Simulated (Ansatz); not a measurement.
`C[O][GeH]([Cl])[O]C` + `[OH][Ga]([F])[F]` → `C[O][GeH]([OH])[O]C` + `[F][Ga]([F])[Cl]`  (redistribution)

Isolated molecules relaxed with PBE0-D4/def2-TZVP in Ansatz; ΔE leaves out vibrations. CBS: MP2 limit from def2 TZ/QZ plus the TZ coupled-cluster correction, frozen cores. Functionals use def2-TZVPP. B3LYP here is the variant with VWN-RPA as its local correlation; programs differ in this. For Ga, Ge outer-core shells are correlated without core-valence functions, which leaves a few kJ/mol of doubt a bond. Scalar relativity is left out up to krypton. One conformer a species, not always the lowest.

```json
{"level": "PBE-D4", "ΔE (kJ/mol)": "-9.9", "difference from CCSD(T)/CBS": "4.2"}
{"level": "r2SCAN-D4", "ΔE (kJ/mol)": "-14.0", "difference from CCSD(T)/CBS": "0.1"}
{"level": "B3LYP-D4", "ΔE (kJ/mol)": "-12.6", "difference from CCSD(T)/CBS": "1.5"}
{"level": "ωB97X-V", "ΔE (kJ/mol)": "-15.6", "difference from CCSD(T)/CBS": "-1.5"}
{"level": "ωB97M-V", "ΔE (kJ/mol)": "-15.7", "difference from CCSD(T)/CBS": "-1.6"}
{"level": "PBE", "ΔE (kJ/mol)": "-10.8", "difference from CCSD(T)/CBS": "3.3"}
{"level": "SCS-MP2/def2-TZVPP", "ΔE (kJ/mol)": "-12.5", "difference from CCSD(T)/CBS": "1.6"}
{"level": "HF/def2-QZVPP", "ΔE (kJ/mol)": "-24.1", "difference from CCSD(T)/CBS": "-10.0"}
{"level": "MP2/def2-QZVPP", "ΔE (kJ/mol)": "-10.3", "difference from CCSD(T)/CBS": "3.8"}
{"level": "MP2/CBS(def2)", "ΔE (kJ/mol)": "-10.4", "difference from CCSD(T)/CBS": "3.7"}
{"level": "CCSD(T)/CBS", "ΔE (kJ/mol)": "-14.1", "difference from CCSD(T)/CBS": "0"}
```

Largest T1 diagnostic among the species: 0.015.

In def2-TZVPP, CCSD(T) changes the Hartree–Fock value by +10.2 kJ/mol (the triples alone add +1.4 kJ/mol) and MP2 by +14.0 kJ/mol. From PBE to PBE0 (25 % exact exchange), in def2-TZVPP and without D4, ΔE moves by −3.9 kJ/mol.
